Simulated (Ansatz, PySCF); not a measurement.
CH₅ClFNSi. Atoms are numbered in the order given.

```xyz
10

N     -2.5089     0.1649     0.8032
C     -1.4608    -0.5945     0.1093
Si     0.2459     0.1454     0.3454
F      0.1683     1.6905    -0.1657
Cl     1.6898    -0.8269    -0.7751
H     -2.3507     0.1788     1.8111
H     -2.5147     1.1371     0.4939
H     -1.6905    -0.6402    -0.9696
H     -1.4717    -1.6436     0.4531
H      0.6718     0.1874     1.7657
```

Geometry optimised at B3LYP-D3(BJ)/def2-SVP. The structure was generated by enumeration; whether it is a known compound was not checked. Other conformers were not sampled.

Vertical ionisation energy (IE) and electron affinity (EA) in eV. Rows of orbital energies are one-electron estimates. Where ΔSCF, EOM or ADC give a negative EA the extra electron is unbound and the value depends on the basis.

```csv
level,IE,EA
"−ε(HOMO), −ε(LUMO), B3LYP/def2-TZVP (PySCF)",6.83,0.00
"−ε(HOMO), −ε(LUMO), PBE/def2-TZVP (PySCF)",5.67,0.63
"ΔSCF, PBE0/def2-TZVPD (Ansatz), final states of multiplicity 2 and 2",9.28,-0.99
"ΔSCF, PBE/def2-TZVPD (Ansatz), final states of multiplicity 2 and 2",9.03,-0.82
```

**Question.** What vertical singlet–triplet gap does ΔSCF give with PBE0/def2-TZVPD (Ansatz, a quantum-chemistry and plane-wave program) and with PBE/def2-TZVPD (Ansatz)? (Estimate from the structure and the level; the computed values follow.)

**Answer.** 5.35 and 5.02 eV (triplet above singlet where positive).
